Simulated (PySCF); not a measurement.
Atom-mapped SMILES (the numbers label the heavy atoms): `[CH2:1]=[CH:2][CH2:3][CH2:4][N:5]([CH3:6])[CH3:7]`. Each H is labelled by its parent atom. Ha(C1) is cis to C3; Hb(C1) is trans to C3.

How the numbers were obtained: geometry: GFN2-xTB, NMR shieldings at PBE0/pcSseg-1/GIAO, in PySCF 2.14.0 with density-fitted response routines (equivalent nuclei averaged, one conformer, gas phase, no relativistic terms).

**Question.** List the cross peaks expected in HSQC, COSY and HMBC spectra.

**Answer.** 

HSQC (one-bond C–H):
```
                δH            δC
      5.96 (H(C2))    146.4 (C2)
     5.39 (Ha(C1))    121.7 (C1)
     5.24 (Hb(C1))    121.7 (C1)
      2.81 (H(C4))     63.3 (C4)
2.37 (H(C6)/H(C7))  44.2 (C6/C7)
      2.18 (H(C3))     28.7 (C3)
```

COSY cross peaks (H two or three bonds apart, from the bond graph; peaks can be absent where the dihedral angle is near 90°):
```
           δH             δH
 5.96 (H(C2))  5.39 (Ha(C1))
 5.96 (H(C2))  5.24 (Hb(C1))
 5.96 (H(C2))   2.18 (H(C3))
5.39 (Ha(C1))  5.24 (Hb(C1))
 2.81 (H(C4))   2.18 (H(C3))
```

HMBC (two and three bonds, from the bond graph; two-bond peaks within aromatic rings are usually weak or absent):
```
                δH                                   δC
      5.96 (H(C2))     121.7 (C1), 63.3 (C4), 28.7 (C3)
     5.39 (Ha(C1))                146.4 (C2), 28.7 (C3)
     5.24 (Hb(C1))                146.4 (C2), 28.7 (C3)
      2.81 (H(C4))  146.4 (C2), 44.2 (C6/C7), 28.7 (C3)
2.37 (H(C6)/H(C7))              63.3 (C4), 44.2 (C6/C7)
      2.18 (H(C3))    146.4 (C2), 121.7 (C1), 63.3 (C4)
```

Referencing at the same level of theory: ¹H and ¹³C against TMS.

Short H···H contacts in this conformer between protons four or more bonds apart (candidates for NOE cross peaks, intensity ∝ r⁻⁶): H(C4)···H(C7) 2.31 Å, H(C3)···H(C7) 2.38 Å, Ha(C1)···H(C3) 2.42 Å, H(C2)···H(C4) 2.59 Å.

Shifts are as computed. Against solution values, carbons near 30 ppm lie about +3 ppm off and those near 130 ppm about +5 ppm (rms about the fit 2.1 ppm; single classes can miss by 10 ppm). Of 1328 compounds with measured shifts, 309 miss one by over three times the rms of a fit or turn the order of signals round; such compounds aren't used in these exercises. Signals without a measured value on file couldn't be tested in this way; 1H shifts scatter by 0.2 ppm about their fit, and single ones miss by 0.5 ppm.
